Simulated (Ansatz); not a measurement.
Born–Oppenheimer molecular dynamics of AlCl$_{3}$H$_{2}$ (6 atoms, charge 0, multiplicity 1). It starts at the highest image of a converged band, a first-order saddle point between two minima.

Computed with RKS B3LYP-D4/def2-SVP (Ansatz 0.2.0).

```yaml
ensemble: NVE (velocity Verlet)
time_step: 0.5 fs
steps_asked: 200
starting_velocities_drawn_for: 100 K
seed: 9685
```

First frame:

```xyz
6
Properties=species:S:1:pos:R:3
Al -0.041 0.464 -0.279
H 1.218 -0.595 -0.368
Cl -1.352 0.441 -1.914
Cl 0.337 2.222 0.799
H 0.524 -1.242 0.489
Cl -0.685 -1.290 1.274
```

(1) How far do the bonds stretch over the last three quarters of this one trajectory? (Pairs bonded in most of those frames.)

## Answers

(1) 
```csv
bond,mean (Å),spread (Å),shortest,longest
Al1–Cl3,2.093,0.060,1.99,2.21
Al1–Cl4,2.096,0.065,1.98,2.23
Al1–Cl6,2.158,0.144,1.92,2.43
H2–H5,0.775,0.029,0.75,0.88
```

Mean temperature of the second half: 1804 K. The conserved energy stayed within 0.063 meV per atom of its start (net change 0.0028 meV per atom), so the integration is sound. The kinetic energy rose, since the run started high on the potential surface and went downhill. It ends in pieces (AlCl3 + H2), so much of that is their flight and rotation, not heat. A run of 0.1 ps of so small a system gives no equilibrium averages. The orbitals stay closed-shell, which can raise the energy where a bond breaks towards radicals; this wasn't checked here.

Run time: 3.5 min on 2 threads of Intel(R) Xeon(R) Platinum 8488C (Sapphire Rapids), on a shared host, peak memory 0.21 GiB.
